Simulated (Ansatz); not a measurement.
Geometry optimisation, RKS PBE0-D4/def2-SVP in Ansatz.

input.yaml

```yaml
crystal:
  periodic: [false, false, false]
  atoms:
    - { symbol: Ge, position_ang: [-0.03536, -1.2e-05, -0.820737] }
    - { symbol: F, position_ang: [1.43051, -1.6e-05, 1.645445] }
    - { symbol: H, position_ang: [2.060609, 2.8e-05, 0.971115] }
    - { symbol: F, position_ang: [-1.131165, 1.313252, -0.475558] }
    - { symbol: F, position_ang: [-1.131194, -1.313253, -0.475566] }
basis:
  gaussian: { orbitals: def2-SVP }
hamiltonian:
  xc: pbe0
  dispersion: d4
relax:
  f_tol: 0.03
  max_steps: 50
output:
  orbitals: {}
```

Command:

```bash
$ ansatz run input.yaml --threads 1 --pin off --max-ram 2048MiB --backend cpu --events-out ev --progress --plain --runs-dir out
```

Task: Where does it end, and by what steps?

Result: The run converged. The force dipped under the threshold on the way, but the program's further checks kept it going. After 29 steps the energy has fallen by 0.427 eV; H3 moved furthest, 1.17 Å.

```
step  energy less start (eV)  largest force component (eV/Å)  accepted
   0                  0.0000                           0.209       yes
   2                 -0.0331                           0.624       yes
   4                 -0.0850                           1.256       yes
   6                 -0.1190                           0.141       yes
   8                 -0.1208                           0.020       yes
  10                 -0.1210                           0.008       yes
  12                 -0.1210                           0.534        no
  14                 -0.1277                           0.205       yes
  16                 -0.1335                           0.160       yes
  18                 -0.1534                           0.319       yes
  20                 -0.0963                           3.219        no
  22                 -0.2474                           0.764       yes
  24                 -0.3244                           1.759       yes
  26                 -0.4038                           0.209       yes
  28                 -0.4250                           0.063       yes
  29                 -0.4266                           0.029       yes
```

```xyz
5
Properties=species:S:1:pos:R:3
Ge 0.010 -0.186 -0.986
F 1.496 -0.298 0.811
H 1.000 0.482 1.028
F -0.210 1.232 0.125
F -1.103 -1.230 -0.134
```

Whether the end is a true minimum wasn't checked by a vibrational analysis.

The run took 92 s on 1 thread of Arm Neoverse V1, with other jobs on the host, peak memory 0.15 GiB.
